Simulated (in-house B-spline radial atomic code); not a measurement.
Results of a calculation; reference values are marked as such.
# O in electron gases of falling density

A nucleus sits in a uniform electron gas with a rigid positive background. The Kohn-Sham equations are solved self-consistently in the spin-unpolarised LDA (PW92), non-relativistic, on B-splines with outgoing waves at the boundary and partial waves to l = 8. The model has no lattice, no bands and no magnetic solution. Atomic units; δ_l are the phase shifts at the Fermi level, counted so that each bound state adds π, and good to about 0.0005.

| r_s (bohr) | k_F | δ0/π | δ1/π | δ2/π | shallowest bound level (hartree) | σ_tr (bohr²) | Q (a.u.) |
| --- | --- | --- | --- | --- | --- | --- | --- |
| 1.5 | 1.2794 | 1.432 | 0.680 | 0.070 | s -0.342 | 18.05 | 1.633 |
| 1.65 | 1.1631 | 1.473 | 0.701 | 0.058 | s -0.362 | 19.63 | 1.213 |
| 1.8 | 1.0662 | 1.508 | 0.719 | 0.047 | s -0.377 | 20.91 | 0.913 |
| 2 | 0.9596 | 1.546 | 0.737 | 0.034 | s -0.392 | 22.31 | 0.639 |
| 2.07 | 0.9271 | 1.557 | 0.743 | 0.031 | s -0.396 | 22.75 | 0.568 |
| 2.2 | 0.8723 | 1.576 | 0.752 | 0.024 | s -0.402 | 23.54 | 0.460 |
| 2.4 | 0.7996 | 1.599 | 0.764 | 0.016 | s -0.411 | 24.77 | 0.342 |
| 2.67 | 0.7188 | 1.623 | 0.775 | 0.007 | s -0.419 | 26.68 | 0.240 |
| 3 | 0.6397 | 1.641 | 0.785 | -0.001 | s -0.427 | 29.64 | 0.168 |
| 3.3 | 0.5816 | 1.650 | 0.791 | -0.006 | s -0.433 | 33.14 | 0.128 |
| 3.6 | 0.5331 | 1.655 | 0.796 | -0.009 | s -0.438 | 37.51 | 0.102 |
| 4 | 0.4798 | 1.656 | 0.799 | -0.012 | s -0.444 | 44.81 | 0.080 |

Q = n k_F σ_tr, with n = 3/(4π r_s³).

**Question.** How does the screening charge move between partial waves as the gas thins?

**Answer.** By (2/π)(2l + 1) δ_l, at r_s = 1.5 it is s 2.86, p 4.08, d 0.70, f and beyond 0.36, and at r_s = 4 s 3.31, p 4.80, d -0.12, f and beyond 0.02. The free atom is [He] 2s2 2p4.

**Question.** What end-to-end powers of r_s do the first and last rows give for σ_tr and Q?

**Answer.** σ_tr goes as r_s^+0.93 and Q as r_s^-3.07. Since n k_F/k_F² goes as r_s⁻², Q = 4π n Σ/k_F would fall as r_s⁻² at fixed phase shifts; the sum Σ (l + 1) sin²(δ_l − δ_(l+1)) is 2.351 in the first row and 0.821 in the last, and ranges from 0.82 to 2.35 between them, so these powers are no law.
